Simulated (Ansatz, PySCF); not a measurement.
Species: H₃BNO₂, net charge 0, doublet state. SMILES: B([NH])(O)O
Geometry: optimised at B3LYP-D3(BJ)/def2-TZVP (Ansatz, a quantum-chemistry and plane-wave program).

Quantity: size of the dipole moment, in D. Conventions: 6-311+G** with 5d; spin-orbit terms left out; non-relativistic; LANL2DZ all-electron up to Ne; dispersion terms only where a functional's name holds one; six Cartesian d functions in 6-31G* and its kin unless marked 5d; UHF or UKS for open shells. First-principles rows: single points at B3LYP-D3(BJ) geometries (Ansatz).

```tsv
level	program	size of the dipole moment (D)
SVWN5/6-31G*	Ansatz	3.38
PBE/STO-3G	Ansatz	3.12
PBE/LANL2DZ	Ansatz	3.83
PBE/6-31G*	Ansatz	3.27
PBE/def2-SVP	Ansatz	3.20
BLYP/6-31G*	Ansatz	3.24
BP86/6-31G* (5d)	PySCF	3.30
B3LYP/3-21G	Ansatz	3.72
B3LYP/6-311+G**	Ansatz	3.34
```

No value to compare with is used here. The 9 habitual levels span 3.12 (PBE/STO-3G) to 3.83 D (PBE/LANL2DZ).

The levels are drawn from those run, B3LYP/6-31G* more often than the rest, none by its result; left out are runs that failed, that the program found above a lower state of the same kind, or whose <S^2> lies over 0.5 above the pure value.
